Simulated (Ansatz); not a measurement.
Z-matrix (Å, degrees):
```
C
Si 1 1.867
H 1 1.091 2 111.0
H 1 1.093 2 110.3 3 120.6
H 1 1.093 2 110.2 3 -120.0
S 2 2.160 1 116.0 3 48.0
Si 2 2.242 1 124.1 3 -20.7
H 2 1.486 1 110.8 3 179.8
N 7 1.708 2 124.5 1 -6.8
H 7 1.480 2 124.4 1 -160.3
H 9 1.008 7 119.5 2 166.4
H 9 1.007 7 120.8 2 20.8
```

The species carries charge 0 and has multiplicity 1.

List the PBE/def2-TZVPP orbital energies in eV (the Gaussian-basis code of Ansatz). (An estimate is asked.)

The calculation gave: Occupied: -2395.04, -1780.03, -1779.78, -380.32, -268.83, -208.00, -154.09, -154.07, -153.98, -137.68, -137.48, -94.45, -94.40, -94.39, -94.26, -94.19, -94.17, -21.36, -17.93, -17.21, -12.82, -12.43, -11.83, -10.24, -10.15, -9.68, -8.75, -8.19, -7.73, -6.68, -6.01, -5.48. Lowest empty: -0.96, -0.49, -0.09, 0.27, 0.39, 0.60, 1.02, 1.59.
